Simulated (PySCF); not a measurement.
BeFCl, SMILES [F][Be][Cl]. Atoms are numbered in the order given.

```xyz
3

Be     0.0000     0.0000    -0.6125
F      0.0000     0.0000    -1.9973
Cl     0.0000     0.0000     1.2015
```
Charge 0, spin multiplicity 1.

Coordinates come from a PBE-D3(BJ)/def2-TZVP optimisation.

These are PBE/def2-TZVPD in PySCF values and carry that method's errors.

Isolated molecule, no solvent.

- total energy: -574.68719 hartree
- point group: C∞v
- highest occupied level: -8.39 eV
- lowest empty level: -1.39 eV
- orbital gap: 7.00 eV
- dipole moment: 0.22 D
- quadrupole, principal values (traceless, Buckingham form, about the centre of nuclear charge): -6.48, 3.24, 3.24 D·Å
- mean static polarisability: 29.2 bohr³ (4.33 Å³)
- polarisability, principal values: 25.7, 25.7, 36.3 bohr³
